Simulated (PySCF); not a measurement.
## Telling isomers of C₆H₅F₃O apart by NMR

Relativity neglected, single conformer, in vacuum, fast rotation and ring inversion assumed for equivalent nuclei. Geometry: GFN2-xTB; PBE0/pcSseg-1 with gauge-including orbitals; PySCF.

Chemical shifts δ = σref − σ; ¹H (σref 31.72) and ¹³C (σref 186.93) against TMS, all at this level. Splittings of carbon signals by F and P are missing where no couplings were computed. Where no couplings were computed, multiplicities follow the n + 1 count of equivalent neighbours, and m marks all less simple cases (inequivalent or close neighbours, rings, F or P nearby). Shifts are as computed. Against solution values, carbons near 30 ppm lie about +3 ppm off and those near 130 ppm about +5 ppm (rms about the fit 2.1 ppm; single classes can miss by 10 ppm). Of 1328 compounds with measured shifts, 309 miss one by over three times the rms of a fit or turn the order of signals round; such compounds aren't used in these exercises. Signals without a measured value on file couldn't be tested in this way; 1H shifts scatter by 0.2 ppm about their fit, and single ones miss by 0.5 ppm.

(1) Tabulate the signals of `FC/C(F)=C1\C=C(F)CO1`, `O=C1C=C(C(F)(F)F)CC1`, `C=C=C=CCOC(F)(F)F`, `CC=C=CC(=O)C(F)(F)F` and their relative energies.

(2) What is the quickest way to tell O=C1C=C(C(F)(F)F)CC1 from CC=C=CC(=O)C(F)(F)F?

(3) What is the quickest way to tell FC/C(F)=C1\C=C(F)CO1 from O=C1C=C(C(F)(F)F)CC1?

(4) What is the quickest way to tell C=C=C=CCOC(F)(F)F from CC=C=CC(=O)C(F)(F)F?

Answers

(1) 
```json
{"SMILES": "FC/C(F)=C1\\C=C(F)CO1", "carbon types": "3×C 1×CH 2×CH2", "δC": "173.3, 153.4, 145.5, 106.3, 83.6, 74.5", "δH": "6.03 (m, 1H), 5.50 (m, 2H), 5.11 (m, 2H)", "E rel. (kcal/mol)": "48.9"}
{"SMILES": "O=C1C=C(C(F)(F)F)CC1", "carbon types": "3×C 1×CH 2×CH2", "δC": "209.2, 172.3, 142.3, 132.1, 37.2, 28.9", "δH": "6.69 (m, 1H), 2.81 (m, 2H), 2.52 (m, 2H)", "E rel. (kcal/mol)": "0.0"}
{"SMILES": "C=C=C=CCOC(F)(F)F", "carbon types": "3×C 1×CH 2×CH2", "δC": "189.0, 180.4, 131.4, 113.4, 103.1, 72.7", "δH": "5.77 (s, 2H), 5.74 (t, 1H), 4.92 (d, 2H)", "E rel. (kcal/mol)": "61.0"}
{"SMILES": "CC=C=CC(=O)C(F)(F)F", "carbon types": "3×C 2×CH 1×CH3", "δC": "232.9, 187.1, 126.0, 99.6, 94.6, 16.3", "δH": "6.11 (m, 1H), 5.98 (m, 1H), 2.05 (m, 3H)", "E rel. (kcal/mol)": "39.4"}
```

Energies are electronic energies at PBE0/pcSseg-1 on these geometries, without zero-point or thermal terms, each for the one conformer computed, which needn't be the lowest.

(2) Both give the same number of carbon signals, but DEPT or the intensities differ. The first has an sp3 CH2 α to a carbonyl at 37.2 ppm, the second an allylic methyl carbon (CH3) at 16.3 ppm. Their most deshielded carbons lie at 209.2 and 232.9 ppm. In the proton spectra the most deshielded non-exchanging signals are 6.69 (m, 1H) and 6.11 (m, 1H).

(3) Both give the same number of carbon signals, with the same numbers of each carbon type, so the positions decide. The first has an allylic sp3 CH2 bonded to F at 83.6 ppm, the second an allylic sp3 CH2 at 28.9 ppm. Their most deshielded carbons lie at 173.3 and 209.2 ppm. In the proton spectra the most deshielded non-exchanging signals are 6.03 (m, 1H) and 6.69 (m, 1H).

(4) Both give the same number of carbon signals, but DEPT or the intensities differ. The first has a terminal carbon of a cumulated C=C=C unit (CH2) at 103.1 ppm, the second an allylic methyl carbon (CH3) at 16.3 ppm. Their most deshielded carbons lie at 189.0 and 232.9 ppm.
